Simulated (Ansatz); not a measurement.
Be2Te2, relaxed as a singlet with RKS PBE0-D4/def2-TZVP in Ansatz, starting from the GFN1-xTB geometry. Force threshold 0.02 eV/Å.

In the def2 sets Te takes a core potential; there is no spin–orbit coupling. The structure comes from a short search, and lower isomers may exist.

Start:

```xyz
4

Be    0.146   -1.007    0.515
Be   -0.145    1.007   -0.515
Te    0.608    0.958    1.703
Te   -0.609   -0.958   -1.703
```

(1) Estimate the energy that the relaxation releases and the steps that it takes.

(2) Does the start keep its bonding and symmetry?

(3) Predict the relaxed structure.

## Answers

(1) 3.9 kcal/mol, in 4 steps; 6 s on 4 threads of Arm Neoverse V1 on a shared host. No frequencies were taken in this run, so the end may be a saddle point.

(2) By distances, no bond broke or formed. The bond that changes most is Be1–Te4, from 2.34 to 2.26 Å (atoms count from 1). Point group D2h at the start, D2h at the end, both within 0.05 Å.

(3) 
```xyz
4

Be    0.133   -0.922    0.471
Be   -0.133    0.922   -0.471
Te    0.597    0.941    1.672
Te   -0.597   -0.941   -1.672
```
Bond lengths (bridged metal pairs left out): 4 × Be–Te 2.26 Å.
